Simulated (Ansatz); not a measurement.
Cost and result up the ladder for `C=CC12CC3CC(CC(C3)C1)C2` (30 atoms). Total charge 0; singlet. Geometry: r2SCAN-D4/def2-SVP.

Ansatz on 4 threads of Arm Neoverse V1 on a shared host. Times are rough, and most runs start from the orbitals of an earlier one. r2SCAN0-D4/def2-TZVP serves as the yardstick here, not as an exact answer. Differences are given only for rows in sets of like size (and for xTB, whose basis is part of the method), since another set adds its own error. Binding counts from free atoms at the same level (C triplet, H doublet; other spins of the atoms weren't run), without zero-point energy or a counterpoise term.

Correlated methods freeze 12 core orbitals. The rows differ in basis, and correlated rows in double-zeta sets carry the largest basis error.

Correlated methods converge slowly with the basis, most of all in double-zeta sets.

```
                             level  functions  binding energy per atom (eV)  difference from r2SCAN0-D4/def2-TZVP (eV)
                         HF/STO-3G         78                          4.23                                          –
r2SCAN0-D4/def2-TZVP (with forces)        480                          4.51                                       0.00
    PBE-D4/def2-TZVP (with forces)        480                          4.65                                       0.14
                 BLYP-D4/def2-TZVP        480                          4.50                                       0.00
                   PBE-D4/def2-SVP        258                          4.71                                          –
                      MP2/def2-SVP        258                          4.45                                          –
                  PBE0-D4/def2-SVP        258                          4.66                                          –
               r2SCAN-D4/def2-TZVP        480                          4.55                                       0.04
                 PBE0-D4/def2-TZVP        480                          4.59                                       0.09
```

Question: Estimate how long each takes.

Answer: HF/STO-3G 0.8 s; PBE-D4/def2-SVP 7 s; PBE0-D4/def2-SVP 11 s; MP2/def2-SVP 12 s; BLYP-D4/def2-TZVP 16 s; PBE-D4/def2-TZVP (with forces) 18 s; r2SCAN-D4/def2-TZVP 28 s; PBE0-D4/def2-TZVP 31 s; r2SCAN0-D4/def2-TZVP (with forces) 60 s. On shared hardware such times vary by a factor of up to 3.
